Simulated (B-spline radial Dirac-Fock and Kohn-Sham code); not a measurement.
## Two-hole binding energies of Hg⁴⁴⁺

System: Hg⁴⁴⁺, configuration 1s2 2s2 2p6 3s2 3p6 3d10 4s2 4p6.

Input of the calculation (task.json; shells as n, l, electrons):

```json
{"items": [{
  "Z": 80,
  "q": 44,
  "cfg": [[1, 0, 2], [2, 0, 2], [2, 1, 6], [3, 0, 2], [3, 1, 6], [3, 2, 10], [4, 0, 2], [4, 1, 6]],
  "A": 202,
  "rrms": 5.4648,
  "do": ["binding", "quiet", "double"]
}]}
```

Launch: `python xray_run.py task.json out`

These are calculated numbers from a radial finite-basis atomic code; the model is multi-electron Dirac-Fock with separately optimised hole states, Breit and Lamb-shift corrections added in first order. U is the two-hole binding energy less the two single-hole energies, the effective repulsion of the holes after relaxation. Each two-hole energy is an average over J within one jj subconfiguration.

```csv
holes,E(a) (eV),E(b) (eV),E(ab) (eV),U (eV)
1s⁻²,85288.3,85288.3,172220.8,1644.1
1s⁻¹ 3p3/2⁻¹,85288.3,4946.7,90412.1,177.1
1s⁻¹ 3d3/2⁻¹,85288.3,4498.4,89961.1,174.4
1s⁻¹ 3d5/2⁻¹,85288.3,4403.8,89860.5,168.4
2s⁻¹ 2p1/2⁻¹,17037.7,16400.1,33740.8,302.9
2p3/2⁻²,14472.2,14472.2,29265.5,321.1
2p1/2⁻¹ 3s⁻¹,16400.1,5672.2,22232.0,159.7
2s⁻¹ 3d3/2⁻¹,17037.7,4498.4,21705.3,169.3
2s⁻¹ 3d5/2⁻¹,17037.7,4403.8,21606.0,164.6
2p1/2⁻¹ 3d3/2⁻¹,16400.1,4498.4,21066.9,168.3
2p3/2⁻¹ 3s⁻¹,14472.2,5672.2,20300.9,156.6
2p3/2⁻¹ 3d3/2⁻¹,14472.2,4498.4,?,?
3p1/2⁻¹ 3p3/2⁻¹,5393.6,4946.7,10462.0,121.8
3d5/2⁻²,4403.8,4403.8,8941.8,134.3
```

**Question.** Give the missing two-hole energy and U.

**Answer.** E(ab) = 19142.1 eV and U = 171.5 eV.
